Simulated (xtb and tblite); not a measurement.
Conformational energy of SMILES o1cccc1CC(C)C (C₈H₁₂O), singlet. Scanned: dihedral C1–C2–C4–C5 and dihedral C2–C4–C5–O9; all other coordinates were relaxed at GFN2-xTB.

Atom numbering (GFN2-xTB optimised geometry, Å):
```
21

C     -2.6806    -0.6110    -0.6820
C     -1.3030     0.0412    -0.6116
C     -1.3089     1.1974     0.3838
C     -0.2437    -1.0057    -0.2214
C      1.1389    -0.4580    -0.2942
C      2.0163    -0.0723     0.6761
C      3.1737     0.3964     0.0054
C      2.9126     0.2629    -1.3209
O      1.6854    -0.2527    -1.5126
H     -2.9528    -1.0268     0.2861
H     -3.4334     0.1214    -0.9640
H     -2.6920    -1.4134    -1.4163
H     -1.0454     0.4301    -1.6026
H     -2.0335     1.9519     0.0863
H     -1.5731     0.8399     1.3771
H     -0.3279     1.6635     0.4367
H     -0.4318    -1.3541     0.7952
H     -0.3232    -1.8568    -0.9022
H      1.8612    -0.1182     1.7347
H      4.0689     0.7773     0.4525
H      3.4922     0.4868    -2.1943
```

Computed with GFN2-xTB run with xtb and tblite.

Energy in kcal/mol above the lowest grid point; x is the dihedral C1–C2–C4–C5 (°), y the dihedral C2–C4–C5–O9 (°).

```csv
y \ x,-150,-120,-90,-60,-30,0,30,60,90,120,150,180
180,6.8,8.5,5.7,2.9,6.4,8.6,6.5,2.1,2.0,3.6,1.8,2.2
150,4.1,7.1,5.2,2.7,4.0,6.9,5.5,3.4,1.8,3.0,1.7,0.7
120,2.3,4.6,3.0,1.1,2.3,4.4,3.2,1.4,1.7,2.6,1.2,0.1
90,1.9,3.5,1.7,0.1,1.6,3.4,1.9,0.1,1.1,2.4,0.9,0.2
60,3.4,4.1,1.7,1.1,3.2,4.2,2.0,0.0,1.2,2.5,1.2,1.3
30,5.8,6.8,3.4,2.5,5.6,7.0,3.9,0.9,1.9,3.2,1.8,2.7
0,6.3,8.5,5.4,2.6,6.1,8.5,6.1,2.2,2.4,3.7,2.2,2.3
-30,4.2,7.1,5.1,2.2,4.0,6.9,5.5,2.5,2.0,3.2,1.7,0.9
-60,2.2,4.3,2.9,0.9,2.0,4.2,3.1,1.2,1.3,2.5,1.0,0.0
-90,2.1,3.4,1.4,0.2,1.9,3.5,1.7,0.1,1.1,2.4,0.9,0.1
-120,3.4,4.3,1.9,1.2,3.3,4.5,2.1,0.1,1.3,2.6,1.6,1.5
-150,5.8,6.7,3.4,3.0,5.6,7.1,3.9,0.6,1.9,3.0,1.8,3.5
```

Points that lie below all their neighbours on the grid: x = 60, y = 60 (0.0 kcal/mol); x = 180, y = -60 (0.0 kcal/mol); x = 60, y = -120 (0.1 kcal/mol); x = 180, y = 120 (0.1 kcal/mol); x = -60, y = 90 (0.1 kcal/mol); x = -60, y = -90 (0.2 kcal/mol). The lowest path on the grid from the first to the second passes x = 120, y = 90 at 2.4 kcal/mol.
